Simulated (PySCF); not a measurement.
Two-component Hartree-Fock for Hf³⁷⁺ (hafnium, charge +37)

Start: [Ar] 3d10 4s2 4p5; 4p1/2 filled at m_j = -1/2, +1/2; 4p3/2 filled at m_j = -1/2, +1/2, +3/2. Calculated with PySCF 2.14 in an uncontracted even-tempered set (17 s from 4.1 bohr⁻², ratio 2.8; 14 p from 5.4 bohr⁻², ratio 2.8; 8 d from 9.5 bohr⁻², ratio 2.8; 4 f from 26 bohr⁻², ratio 3): generalised Hartree-Fock with the X2C-1e Hamiltonian and a Gaussian nucleus; one run each with spin-orbit coupling (SO) switched off, then screened by Boettger's factors.

```tsv
spinor shell	electrons	ε, spin-free (eV)	ε, screened SO (eV)	weight of nominal j (screened SO)	rms radius, screened SO (bohr)
1s1/2	2	-67313.9	-67294.5	1.000	0.0215
2s1/2	2	-12988.9	-12982.1	1.000	0.0869
2p1/2	2	-11604.9	-12454.7	1.000	0.0739
3s1/2	2	-4209.3	-4206.5	1.000	0.220
3p1/2	2	-3785.3	-3975.7	1.000	0.211
3p3/2	4	-3785.3	-3704.4	1.000	0.225
3d3/2	4	-3290.9	-3324.3	1.000	0.198
3d5/2	6	-3290.9	-3265.5	1.000	0.202
4s1/2	2	-1898.3	-1897.3	1.000	0.464
4p1/2	2	-1741.3	-1799.0	0.999	0.461
4p3/2	3	-1741.3	-1716.5	0.999	0.484
```

Question: Where does 2p3/2 lie, and what is the 2p spin-orbit splitting (screened SO)?

Answer: At -11255.0 eV, 1199.7 eV above 2p1/2.

| quantity | spin-free | screened SO |
| --- | --- | --- |
| E (hartree) | -14251.54778 | -14268.43034 |
| M_J | 3/2 | 3/2 |
| ⟨J²⟩ | 3.751 | 3.751 |
| ⟨L²⟩ | 2.001 | 2.063 |
| ⟨S²⟩ | 0.750 | 0.813 |

Each row is a mean over spinors that exchange with the open shell spreads, by up to 12.000 eV (4s1/2).

Breit and QED terms are absent; they matter most for the inner s and p1/2 levels.

Densities and radii are taken from the X2C orbitals without a picture-change correction, which distorts them close to the nucleus.

Without spin-orbit coupling the j labels of p, d and f shells carry no meaning; the spin-free column gives the mean over the occupied spinors of each nl shell.
